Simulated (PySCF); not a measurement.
**Vertical excitation energies**

Compound: N-isopropylacetamide, C5H11NO.
Z-matrix (Å and degrees, GFN2-xTB geometry), rows numbered from 1:
```
C 
C   1  1.5168
O   2  1.2117  1  123.58
N   2  1.3527  1  113.36  3  -179.56
C   4  1.4495  2  123.64  1  -179.87
C   5  1.5278  4  110.16  2   114.55
C   5  1.5268  4  110.02  2  -122.30
H   1  1.0876  2  110.47  3  -125.81
H   1  1.0857  2  109.18  3    -5.43
H   1  1.0882  2  109.80  3   114.11
H   4  1.0078  2  119.51  1    -1.56
H   5  1.0946  4  105.56  2    -3.76
H   6  1.0865  5  110.21  4  -176.95
H   6  1.0888  5  110.43  4    63.10
H   6  1.0874  5  110.21  4   -57.09
H   7  1.0887  5  110.43  4   -62.41
H   7  1.0870  5  110.36  4    57.78
H   7  1.0862  5  110.15  4   177.78
```

Computed with TDDFT PBE0/def2-SVPD, vertical, gas phase, core orbitals frozen in the response in PySCF 2.14.0, density-fitted response routines.

Problem. Predict the UV-vis stick spectrum at this level.

Solution. 

```csv
state,λ (nm),E (eV),f,|μ| (D),"main configurations (H = HOMO, L = LUMO)"
S1,212.5,5.84,0.0007,0.18,H→L+1 (90%)
S2,190.3,6.52,0.0059,0.49,"H-1→L (87%), H→L (10%)"
S3,186.7,6.64,0.014,0.75,"H→L (86%), H-1→L (10%)"
S4,173.7,7.14,0.202,2.73,H-1→L+1 (84%)
S5,166.3,7.45,0.0030,0.33,"H-1→L+2 (73%), H→L+2 (13%), H-1→L+3 (10%)"
S6,164.1,7.55,0.010,0.60,"H→L+2 (73%), H-1→L+2 (14%)"
```

Triplets (Tamm–Dancoff): T1 5.33 eV, H→L+1 (90%); T2 5.47 eV, H-1→L+1 (85%).

The lowest singlet lies at 5.84 eV (212 nm, ultraviolet) and is very weak; its leading configuration is HOMO→LUMO+1 (90%). The most intense listed level is S4 at 7.14 eV (174 nm, f = 0.202), 1.30 eV above S1. S1 has the pattern of n→π* at C=O. Weighted by f, the mean energy of these states is 7.11 eV. The oscillator strengths of these states sum to 0.237; summed over the whole spectrum of an exact calculation they would give the number of electrons, 56 (Thomas–Reiche–Kuhn). The listed states span 1.72 eV, and the widest gap between neighbours is 0.68 eV (S1 to S2). The window holds the lowest 6 singlets.

Hardware: one thread, AMD EPYC 7R13 (x86_64), shared host. Cost: 32 s wall, 0.92 GiB resident at most.

One conformer stands for the species.
